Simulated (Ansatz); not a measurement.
One change: `[OH][Al]([Br])[Br]` becomes `[Br][AlH][Br]`.

Ansatz, PBE0-D4/def2-TZVP geometries, multiplicity 1. Each molecule was computed in one conformer, which needn't be the lowest.

Scalar relativity is left out up to krypton.

```json
{"property": "HOMO–LUMO gap (B3LYP/def2-TZVPP) / eV", "`[OH][Al]([Br])[Br]`": "6.92"}
{"property": "HOMO–LUMO gap (ωB97M-V/def2-TZVPP) / eV", "`[OH][Al]([Br])[Br]`": "11.37"}
{"property": "LUMO energy (PBE0/def2-TZVPP) / eV", "`[OH][Al]([Br])[Br]`": "-1.16"}
{"property": "size of the dipole moment (ωB97M-V/def2-TZVPP) / D", "`[OH][Al]([Br])[Br]`": "1.54"}
{"property": "HOMO energy (PBE0/def2-TZVPP) / eV", "`[OH][Al]([Br])[Br]`": "-8.64"}
{"property": "LUMO energy (ωB97M-V/def2-TZVPP) / eV", "`[OH][Al]([Br])[Br]`": "0.53"}
```

Problem. What does the change do to each property? (An estimate is asked.)

Solution. Computed: 
```
                                          property  `[Br][AlH][Br]`  shift
             HOMO–LUMO gap (B3LYP/def2-TZVPP) / eV             6.54  -0.38
           HOMO–LUMO gap (ωB97M-V/def2-TZVPP) / eV            10.87  -0.50
                LUMO energy (PBE0/def2-TZVPP) / eV            -1.65  -0.49
size of the dipole moment (ωB97M-V/def2-TZVPP) / D             0.93  -0.61
                HOMO energy (PBE0/def2-TZVPP) / eV            -8.66  -0.02
             LUMO energy (ωB97M-V/def2-TZVPP) / eV             0.02  -0.51
```

The zero-point energy changes by -18.7 kJ/mol with -3 modes. Dipoles are sizes alone; their direction can turn.

B3LYP here is the variant with VWN-RPA as its local correlation; programs differ in this.

Spin–orbit coupling is left out; it splits and shifts lone-pair levels of the heavy atoms by tenths of an eV.
